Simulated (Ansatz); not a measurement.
Consider the hydrogenolysis of a C–C bond: `CC(C)(Br)CBr` + H₂ → `CBr` + `CC(C)Br`.

Calculated with Ansatz (gas phase, PBE0-D4/def2-TZVP geometries, no zero-point term in ΔE). CCSD(T)/CBS adds triple-zeta CCSD(T) − MP2 to the extrapolated MP2 energy (def2 sets, frozen cores). This one scheme is used for every species. DFT in def2-TZVPP. HSE06 is defined as in plane-wave codes. For Br outer-core shells are correlated without core-valence functions, which leaves a few kJ/mol of doubt a bond. Scalar relativity is left out up to krypton. One conformer a species, not always the lowest.

`CC(C)(Br)CBr`:

```xyz
14

C     0.308    1.006   -1.020
C     0.240   -0.214   -0.128
C     0.708    0.072    1.281
Br    1.466   -1.583   -0.897
C    -1.103   -0.915   -0.180
Br   -2.549    0.199    0.524
H    -0.367    1.773   -0.631
H     1.320    1.410   -1.038
H     0.010    0.768   -2.042
H     0.695   -0.830    1.895
H     1.722    0.472    1.273
H     0.045    0.811    1.736
H    -1.106   -1.816    0.429
H    -1.389   -1.154   -1.201
```

H₂:

```xyz
2

H     0.290    0.229   -0.052
H    -0.290   -0.229    0.052
```

`CBr`:

Cartesian coordinates in Å:
```
C -0.131 -0.119 0.055
Br 1.234 1.125 -0.515
H 0.351 -1.066 0.279
H -0.843 -0.230 -0.758
H -0.611 0.291 0.938
```

`CC(C)Br`:

```xyz
11

C     0.013   -0.660    1.113
C    -0.118   -0.396   -0.367
C    -0.084    1.070   -0.723
Br    1.332   -1.327   -1.321
H    -0.009   -1.728    1.334
H     0.946   -0.247    1.501
H    -0.818   -0.181    1.640
H    -1.016   -0.868   -0.764
H    -0.917    1.581   -0.229
H     0.846    1.531   -0.386
H    -0.175    1.224   -1.798
```

```tsv
level	ΔE (kJ/mol)
LDA (SPW92)	-32.3
CAM-B3LYP-D4	-53.2
BLYP	-71.9
r2SCANh	-49.6
r2SCAN0	-52.5
HSE06	-59.7
SCS-MP2/def2-TZVPP	-40.5
SCS-MP2/def2-QZVPP	-39.9
```

Q: What does CCSD(T)/CBS give? (An estimate is asked.)

A: Computed: -38.3 kJ/mol. The listed levels differ from it by 6.0, -14.9, -33.6, -11.3, -14.2, -21.4, -2.2, -1.6 kJ/mol.

Largest T1 diagnostic among the species: 0.008.

From r2SCAN to r2SCAN0 (25 % exact exchange), in def2-TZVPP and without D4, ΔE moves by −4.9 kJ/mol. The D4 term adds +22.0 kJ/mol with B3LYP and +12.1 kJ/mol with PBE0; it sums over pairs of atoms, weighted by their polarisabilities, and B3LYP, whose exchange is more repulsive, gets the larger term. Leaving LDA and LC-ωPBE aside and taking each functional with its dispersion term where it has one, the values, not all of them listed here, spread over 20.5 kJ/mol, from B2PLYP to revPBE-D4. LDA lies +24.6 kJ/mol from PBE without D4.

CCSD(T)/CBS has its own doubt, a few kJ/mol and more with outer-core shells, so smaller differences from it don't rank the levels.

B3LYP here is the variant with VWN-RPA as its local correlation; programs differ in this.
